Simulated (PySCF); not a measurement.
A side-by-side comparison of computed properties.

First species: C6H13NSi.
InChI=1S/C6H13NSi/c1-5-3-7-6(2)8-4-5/h4,6-7H,3,8H2,1-2H3/t6-/m0/s1

Second species: C4H10Cl2Si2.
InChI=1S/C4H10Cl2Si2/c5-4(1-2-4)7-3-8-6/h1-3,7-8H2

Levels: PBE0/pcSseg-1 for HOMO energy, LUMO energy and HOMO–LUMO gap. Geometries: GFN2-xTB. Each structure is a single optimised conformer of the isolated species, non-relativistic unless stated. Electronic properties by PySCF.

The conformers computed, where there is a choice (atom-mapped SMILES and torsion angles):
- `[Cl:1][SiH2:2][CH2:3][SiH2:4][C:5]1([Cl:6])[CH2:7][CH2:8]1`: Cl1–Si2–C3–Si4 51°, Si2–C3–Si4–C5 63°, C3–Si4–C5–Cl6 -72°

The conformers of `CC1=C[SiH2][C@@H](C)NC1` aren't listed.

Values for the first species:

- HOMO energy: -5.98 eV
- LUMO energy: 0.02 eV
- HOMO–LUMO gap: 6.00 eV

Estimate the same properties for the second species, and the change in each.

| property | first | second | second less first |
| --- | --- | --- | --- |
| HOMO energy | -5.98 eV | -7.87 eV | -1.89 eV |
| LUMO energy | 0.02 eV | 0.36 eV | +0.34 eV |
| HOMO–LUMO gap | 6.00 eV | 8.23 eV | +2.23 eV |

